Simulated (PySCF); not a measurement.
A calculated (PBEsol, PySCF 2.14, dyall-av3z, the spin-free X2C one-electron Hamiltonian (Gaussian nucleus)) atom or ion has these occupied shells.

| shell | electrons | orbital energy (eV) | rms radius, mean of both spins (bohr) |
| --- | --- | --- | --- |
| 1s α | 1 | -383.69 | 0.268 |
| 1s β | 1 | -383.33 | 0.268 |
| 2s β | 1 | -17.861 | 1.47 |
| 2p α | 3 | -8.005 | 1.68 |
| 2p β | 1 | -6.850 | 1.68 |

(1) Name the element and its charge.

Results:

(1) N (nitrogen, neutral), in [He] 2s1 2p4, 2s spin antiparallel (an excited configuration).
